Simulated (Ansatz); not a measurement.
Ansatz (a program for electronic structure) input (B3LYP/LANL2DZ): The .json file is the Basis Set Exchange's LANL2DZ.

Ansatz 0.2 input:
```yaml
crystal:
  periodic: [false, false, false]
  atoms:
    - {symbol: Al, position_ang: [-0.01661298, -0.05401207, -0.05441973]}
    - {symbol: H, position_ang: [0.61015758, 0.25512337, 1.46491578]}
    - {symbol: H, position_ang: [-0.05068770, 1.56382298, 0.36775930]}
    - {symbol: H, position_ang: [-0.34350110, -1.11678946, -1.12521856]}
basis:
  gaussian:
    orbitals: LANL2DZ.json
hamiltonian:
  xc: {name: B3LYP}
total_charge: 1
magnetization: {spin_polarized: true, initial_magnetization: 1}
relax: {f_tol: 0.003, max_steps: 120}
```

Question: Predict the final energy.

Answer: -3.37172 Eh.
